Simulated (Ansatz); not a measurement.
C2H3, doublet, at a GFN2-xTB geometry; Ansatz (a quantum-chemistry and plane-wave program) with B3LYP/def2-SV(P).

Ansatz was given this input:
Ansatz 0.2 input:
```yaml
crystal:
  periodic: [false, false, false]
  atoms:
    - {symbol: C, position_ang: [0.05254389, -0.57433481, -0.01733787]}
    - {symbol: C, position_ang: [0.03699099, 0.71273635, 0.02197531]}
    - {symbol: H, position_ang: [-0.84387122, -1.20149708, -0.04055811]}
    - {symbol: H, position_ang: [0.97465882, -1.13961553, -0.03048968]}
    - {symbol: H, position_ang: [-0.66799688, 1.51070337, 0.04322315]}
basis:
  gaussian:
    orbitals: def2-SV_P_.json
hamiltonian:
  xc: b3lyp
magnetization: {spin_polarized: true, initial_magnetization: 1}
```
The basis file holds def2-SV(P) in the JSON format of the Basis Set Exchange.

Predict the main parts of the log of this Ansatz run.


```
Functional definition: B3LYP
386 factors; integrals over basis functions are off by at most 1.4e-3 eV
mean field evaluation 1: about -2114.3464 eV, gradient 2.6e1 eV
mean field evaluation 2: about -2114.0745 eV, gradient 2.7e1 eV
mean field evaluation 4: about -2118.0335 eV, gradient 1.6e0 eV
mean field evaluation 8: about -2118.0441 eV, gradient 9.1e-2 eV
mean field evaluation 16: about -2118.0445 eV, gradient 3.9e-5 eV
mean field -2118.04448803 eV, -77.8366992731 hartree, gradient 3.9e-5 eV, S^2 0.759784; 0 other end points of the search recorded, 0 dependent functions left out
reference -2118.04465131 eV, -77.8367052733 hartree; 8, 7 occupied and 26, 27 virtual orbitals, 386 factors
Total energy: -2118.04465131 eV, -77.8367052733 hartree
```
